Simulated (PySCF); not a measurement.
From a log to its input

A PySCF 2.14 run on the atoms Ca 0 0 0; B 0 0 2.525 (angstrom) printed this (some set-up lines and the per-cycle HOMO/LUMO lines with their warnings removed):

```
PySCF version 2.14.0


nuclear repulsion = 20.9575133037624
number of shells = 14
number of NR pGTOs = 92
number of NR cGTOs = 26
basis = 6-31g
ecp = {}

******** <class 'pyscf.scf.rohf.ROHF'> ********
method = ROHF
initial guess = minao
damping factor = 0
level_shift factor = 0
DIIS = <class 'pyscf.scf.diis.CDIIS'>
SCF conv_tol = 1e-09
SCF max_cycles = 50
num. doubly occ = 12  num. singly occ = 1
init E= -701.177855348287

cycle= 1 E= -701.123702433017  delta_E= 0.0542  |g|= 0.182  |ddm|= 0.826
cycle= 2 E= -701.169344755307  delta_E= -0.0456  |g|= 0.183  |ddm|= 0.693
cycle= 3 E= -701.192911795712  delta_E= -0.0236  |g|= 0.0498  |ddm|= 0.24
cycle= 4 E= -701.19769447231  delta_E= -0.00478  |g|= 0.0226  |ddm|= 0.166
cycle= 5 E= -701.198061958394  delta_E= -0.000367  |g|= 0.0112  |ddm|= 0.111
cycle= 6 E= -701.198632755638  delta_E= -0.000571  |g|= 0.00471  |ddm|= 0.0917
cycle= 7 E= -701.198714611811  delta_E= -8.19e-05  |g|= 0.00104  |ddm|= 0.0296
cycle= 8 E= -701.198720038527  delta_E= -5.43e-06  |g|= 0.000285  |ddm|= 0.00563
cycle= 9 E= -701.198720325012  delta_E= -2.86e-07  |g|= 0.00014  |ddm|= 0.00233
cycle= 10 E= -701.198720431581  delta_E= -1.07e-07  |g|= 1.39e-05  |ddm|= 0.000982
cycle= 11 E= -701.19872043184  delta_E= -2.59e-10  |g|= 5.09e-06  |ddm|= 0.000101
Extra cycle  E= -701.198720431935  delta_E= -9.48e-11  |g|= 4.1e-06  |ddm|= 3.29e-05
converged SCF energy = -701.198720431935

WARN: RMP2 method does not support ROHF method. ROHF object is converted to UHF object and UMP2 method is called.

******** <class 'pyscf.mp.ump2.UMP2'> ********
nocc = (np.int64(7), np.int64(6)), nmo = (20, 20)
frozen orbitals 6
E(UMP2) = -701.250789031119  E_corr = -0.0520685991843866
E(SCS-UMP2) = -701.255592142928  E_corr = -0.0568717109934959
E_corr(same-spin) = -0.00647377849357843
E_corr(oppo-spin) = -0.0455948206908082
Dipole moment(X, Y, Z, Debye):  0.00000,  0.00000,  0.53838
orbital energies (hartree): [-1.3415 -0.5172 -0.1862 -0.0895  0.0103  0.0242  0.042 ]
```

Task: Write the input that gave this log.

Result: The input was:

```python
from pyscf import gto, scf, mp

mol = gto.M(
    atom='Ca 0 0 0; B 0 0 2.525',
    basis='6-31g',
    charge=0,
    spin=1,
    verbose=4,
)
mf = scf.ROHF(mol)
mf.kernel()
mp.MP2(mf, frozen=6).kernel()
mf.dip_moment()
print('orbital energies (hartree):', mf.mo_energy[..., max(0, mol.nelec[1]-3):mol.nelec[0]+3].round(4))
```

The bond length is a typed value, not an optimised one. On these ROHF orbitals the MP2 class gives a UMP2 expression without the singles term, not ROMP2. No search for the lowest solution was made.
